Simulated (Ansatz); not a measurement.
`[CH3][AlH][SiH](F)[SiH3]` at its PBE0-D4/def2-TZVP geometry, where that method's forces vanish. The species carries charge 0 and has multiplicity 1.

| atom | x (Å) | y (Å) | z (Å) |
| --- | --- | --- | --- |
| C1 | 0.100 | 2.367 | 1.545 |
| Al2 | -0.643 | 1.303 | 0.090 |
| Si3 | -0.615 | -1.163 | 0.126 |
| F4 | -0.071 | -1.714 | 1.552 |
| Si5 | 0.707 | -2.080 | -1.586 |
| H6 | 1.020 | 2.860 | 1.210 |
| H7 | 0.343 | 1.775 | 2.429 |
| H8 | -0.588 | 3.166 | 1.842 |
| H9 | -1.245 | 2.003 | -1.208 |
| H10 | -1.985 | -1.736 | -0.055 |
| H11 | 2.101 | -1.559 | -1.515 |
| H12 | 0.121 | -1.655 | -2.888 |
| H13 | 0.755 | -3.567 | -1.540 |

(1) For each bond, give half the difference of the two atoms' forces along it (eV/Å; positive pushes the atoms apart) under PBE-D4, r2SCAN-D4, B3LYP-D4, ωB97M-V in def2-TZVPP. (Best estimate.)

## Answers

(1) Ansatz gave: 
```
   bond  length (Å)  PBE-D4  r2SCAN-D4  B3LYP-D4  ωB97M-V
 C1–Al2       1.950    0.02       0.00      0.09     0.05
  C1–H6       1.097    0.12       0.00     -0.04    -0.05
  C1–H7       1.092    0.10      -0.01     -0.04    -0.04
  C1–H8       1.095    0.12       0.00     -0.04    -0.05
Al2–Si3       2.467   -0.17      -0.02     -0.02    -0.03
 Al2–H9       1.593    0.05      -0.03     -0.11    -0.13
 Si3–F4       1.622    0.52       0.05      0.21     0.21
Si3–Si5       2.350   -0.10       0.01      0.08     0.01
Si3–H10       1.496    0.08      -0.01     -0.11    -0.15
Si5–H11       1.489    0.09      -0.01     -0.07    -0.09
Si5–H12       1.490    0.08      -0.02     -0.07    -0.09
Si5–H13       1.488    0.09      -0.01     -0.08    -0.11
```

B3LYP here is the variant with VWN-RPA as its local correlation; programs differ in this.
